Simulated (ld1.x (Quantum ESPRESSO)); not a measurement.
Transferability test, RRKJ potential for gold

```
Element                 : gold (Au)
Generator               : ld1.x (Quantum ESPRESSO) 7.5
Type                    : norm-conserving RRKJ (Kleinman–Bylander form)
Functional              : PBE
Relativity              : scalar-relativistic
Frozen core             : [Kr] 4d10 4f14
Valence charge          : 19
Reference configuration : 5s2 5p6 5d10 6s1 6p0
Partial waves           : 5s (bound): rc 1.50 bohr; 5p (bound): rc 1.70 bohr; 5d (bound): rc 2.30 bohr
Local potential         : all-electron potential smoothed inside 2.25 bohr (lloc = -1)
Core correction         : none
```

Occupied shells without a wave of their own: 6s. They enter only through the test configuration that unscreens the potential.

Energies are relative to the spin-unpolarised reference configuration 5s2 5p6 5d10 6s1 6p0; without spin polarisation the order of configurations can differ from experiment.

| valence configuration | charge | ΔE all-electron (eV) | error AE − PS (meV) |
| --- | --- | --- | --- |
| 5s2 5p6 5d8 6s0 6p0 | +3 | 64.494 | +272 |
| 5s2 5p6 5d9 6s1 6p1 | 0 | 7.497 | -149 |
| 5s2 5p6 5d9 6s1 6p0 | +1 | 12.124 | +16 |
| 5s2 5p6 5d9 6s2 6p0 | 0 | 1.693 | -197 |
| 5s2 5p6 5d10 6s0 6p1 | 0 | 5.248 | +97 |

(1) What are ΔE and the potential's error for 5s2 5p6 5d10 6s0 6p0?

(2) What are ΔE and the potential's error for 5s2 5p6 5d9 6s0 6p0?

## Answers

(1) ΔE = 9.409 eV all-electron; the error (AE − PS) is +242 meV.

(2) ΔE = 30.617 eV all-electron; the error (AE − PS) is +260 meV.

The 6s level has no wave, so the channel is fitted at the deeper level alone: the likely source of the large errors.
